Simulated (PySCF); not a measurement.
**Radial density of Al(2+) (aluminium, charge +2)**

BHandHLYP, [Ne] 3d1, 2D determinant (an excited configuration). Calculation: PySCF 2.14, in x2c-QZVPPall with one added diffuse shell each of s, p, d, f type (10s7p5d3f1g, 86 functions); the spin-free X2C one-electron Hamiltonian (Gaussian nucleus).

| r (bohr) | 4πr²ρ (e/bohr) | 4πr²(ρα − ρβ) |
| --- | --- | --- |
| 0.00245 | 0.1100 | 0.0000 |
| 0.00412 | 0.2909 | 0.0000 |
| 0.00692 | 0.7485 | 0.0000 |
| 0.0116 | 1.838 | 0.0000 |
| 0.0196 | 4.169 | -0.0001 |
| 0.0329 | 8.257 | -0.0001 |
| 0.0554 | 13.03 | -0.0002 |
| 0.0932 | 14.29 | -0.0005 |
| 0.157 | 10.07 | -0.0014 |
| 0.264 | 9.188 | -0.0024 |
| 0.443 | 12.64 | 0.0004 |
| 0.746 | 7.596 | 0.0206 |
| 1.25 | 1.265 | 0.0875 |
| 2.11 | 0.3147 | 0.2889 |
| 3.55 | 0.2678 | 0.2678 |
| 5.97 | 0.04029 | 0.0403 |
| 10.0 | 7.573e-05 | 0.0001 |

Densities and radii are taken from the X2C orbitals without a picture-change correction, which distorts them close to the nucleus.

The outer electron is Rydberg-like, and this basis confines it to a smaller radius and binds it less than a complete one would.

Q: Where is the radial spin density 4πr²(ρα − ρβ) most negative, and why is it negative at all?

A: Around r = 0.264 bohr, down to -0.0024 e/bohr: exchange with the open shell polarises the paired shells in an unrestricted calculation.
